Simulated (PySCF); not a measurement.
# Working out the ionisation energy of Cl⁺

Cl⁺ [Ne] 3s2 3p4 (3P) → Cl²⁺ [Ne] 3s2 3p3 (4S). All numbers are calculated (PySCF 2.14, the non-relativistic Hamiltonian (point nucleus), in aug-cc-pV(D+d)Z). Frozen: [Ne]. Energies in hartree (1 hartree = 27.21139 eV):

```
            part  Cl⁺ (lower)  Cl²⁺ (upper)
             UHF  -459.038417   -458.210258
CCSD correlation    -0.115919     -0.096106
             (T)    -0.001794     -0.001140
```

Task: What does Hartree-Fock give?

Result: (-458.210258) − (-459.038417) = 0.828159 hartree = 22.535 eV.

Task: What do CCSD and CCSD(T) give?

Result: The CCSD correlation energies differ by 0.019813 hartree = 0.539 eV and the triples by 0.000654 hartree = 0.018 eV, so CCSD gives 23.074 eV and CCSD(T) 23.092 eV.

Measured between the centres of the two terms (NIST): 23.771 eV, so CCSD(T) (valence) is off by -0.679 eV.

What remains against the reference includes basis incompleteness, the frozen core and higher excitations.
